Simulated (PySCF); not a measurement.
# Polarisability and C₆ of Ta⁺ (tantalum, charge +1)

[Xe] 4f14 5d3 6s1, high-spin 5F determinant. Computed with PySCF 2.14 in ANO-RCC-VTZP (8s7p5d3f2g1h, 104 functions), with the spin-free X2C one-electron Hamiltonian (Gaussian nucleus). Coupled (time-dependent) response in atomic units; α is the mean over directions. The basis has no added diffuse functions, which lowers α and C₆.

```tsv
method	mean α (bohr³)	C₆ (like pair)	S(−4)
PBE0	39.79	315.9	837.2
```

S(−4) is the Cauchy moment in α(ω) = α(0) + S(−4) ω² + …

Spin-orbit coupling is absent.

α(iu) at PBE0:

```
u (hartree)  α(iu) (bohr³)
          0          39.79
     0.0500          37.82
      0.100          33.06
      0.200          22.79
      0.300          16.04
      0.500          9.754
      0.750          6.676
       1.00          5.119
       1.50          3.412
       2.00          2.462
       3.00          1.473
       5.00         0.7230
```

A single London oscillator, α(iu) = α/(1 + u²/ω²), gives C₆ = (3/4) ω α². Matching the computed C₆ needs ω = 4 × 315.9 / (3 × 39.79²) = 0.266 hartree.

For an ion, C₆ is the dispersion term alone; charge-induced terms of lower order in 1/R come first.

Spin-orbit coupling, absent here, splits the open shell strongly.
